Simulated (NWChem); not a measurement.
System: C2H5ClSi; SMILES C=C([SiH3])Cl

Input file for NWChem:

```
start job
memory heap 200 mb stack 900 mb global 1100 mb
geometry units angstroms noautoz
  C      1.801764     0.296516     0.000000
  C      0.467818     0.114921     0.000000
  Si    -0.430106    -1.547477     0.000000
  Cl    -0.621908     1.499465     0.000000
  H      2.470446    -0.578725     0.000000
  H      2.258444     1.299341     0.000000
  H     -1.297783    -1.650331    -1.221856
  H      0.593730    -2.648830     0.000000
  H     -1.297783    -1.650331     1.221856
end
basis spherical
  C library 6-31g*
  Si library 6-31g*
  Cl library 6-31g*
  H library 6-31g*
end
dft
  xc xpbe96 cpbe96
  iterations 150
  mulliken
end
task dft energy
```

Structure relaxed at the PBE-D3(BJ)/def2-SVP level.

Task: What results follow from this input? (PBE/6-31G* (spherical d).) Quantities: energy (Ha); highest occupied level (eV); orbital gap (eV); dipole (D).

Result: 
| Property | Value |
|---|---|
| energy (Ha) | -828.38 |
| highest occupied level (eV) | -6.30 |
| orbital gap (eV) | 4.84 |
| dipole (D) | 1.45 |
